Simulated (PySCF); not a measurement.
**Carbon: a sound run and one with changed settings**

Sound run: C²⁺ [He] 2s2, C³⁺ [He] 2s1. Calculation: PySCF 2.14, in aug-cc-pVDZ-DK (4s3p2d, 23 functions); the spin-free X2C one-electron Hamiltonian (Gaussian nucleus). In the sound run the correlated levels freeze 1s2. The sound run starts from symmetry-adapted Hartree-Fock orbitals and uses a fine grid where one is needed.

Changed run: basis STO-3G, all-electron and non-relativistic. This setting is unsound on purpose.

| species | method | sound run (hartree) | changed run (hartree) | converged |
| --- | --- | --- | --- | --- |
| C²⁺ | UHF | -36.41693 | -35.97831 | yes |
| C²⁺ | r2SCAN | -36.49460 | -36.04962 | yes |
| C²⁺ | PBE0 | -36.47852 | -36.03082 | yes |
| C²⁺ | MP2 | -36.45651 | -36.01050 | yes |
| C²⁺ | CCSD(T) | -36.48887 | -36.04086 | yes |
| C³⁺ | UHF | -34.73217 | -34.28507 | yes |
| C³⁺ | r2SCAN | -34.77945 | -34.32618 | yes |
| C³⁺ | PBE0 | -34.74729 | -34.29275 | yes |

Ionisation energy of C²⁺:

| method | sound run (eV) | changed run (eV) |
| --- | --- | --- |
| UHF | 45.845 | 46.075 |
| r2SCAN | 46.671 | 46.897 |
| PBE0 | 47.109 | 47.295 |
| MP2 | 46.922 | 46.951 |
| SCS-MP2 | 47.137 | 47.127 |
| CCSD | 47.802 | 47.778 |
| CCSD(T) | 47.802 | 47.778 |
| CCSDT | 47.802 | 47.778 |
| FCI | 47.802 | 47.778 |

A minimal basis cannot let orbitals breathe on ionisation and holds almost no correlation. The Hamiltonian changed with the basis, so the totals do not compare.

For comparison, NIST gives 47.888 eV between the lowest levels.
